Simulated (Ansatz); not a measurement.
Consider the formal exchange of groups at the Sn–Si bond: `O[SiH2][SnH2][SiH3]` + `CCC(O)O` → `C[CH2][SnH2][SiH3]` + `O[SiH2]C(O)O`.

Computed with Ansatz on PBE0-D4/def2-TZVP structures; ΔE is electronic, products minus reactants. CCSD(T)/CBS is the MP2 limit (def2-TZVPP, def2-QZVPP) plus CCSD(T) − MP2 in def2-TZVPP, frozen cores. DFT in def2-TZVPP. B3LYP here is the variant with VWN-RPA as its local correlation; programs differ in this. def2 core potentials past Kr. For Sn outer-core shells are correlated without core-valence functions, which leaves a few kJ/mol of doubt a bond. Each species was taken in one conformer, which may not be the lowest.

```tsv
level	ΔE (eV)
PBE0-D4	0.57
B3LYP-D4	0.48
HF/CBS(def2)	0.59
MP2/CBS(def2)	0.46
```

What does CCSD(T)/CBS give? (Estimate.)

Computed: +0.48 eV. The listed levels differ from it by 0.09, 0.00, 0.11, -0.02 eV.

Largest T1 diagnostic among the species: 0.013.

In def2-TZVPP, CCSD(T) changes the Hartree–Fock value by −0.12 eV (the triples alone add −0.02 eV) and MP2 by −0.15 eV. The D4 term adds −0.04 eV with B3LYP and −0.02 eV with PBE0; it sums over pairs of atoms, weighted by their polarisabilities, and B3LYP, whose exchange is more repulsive, gets the larger term.
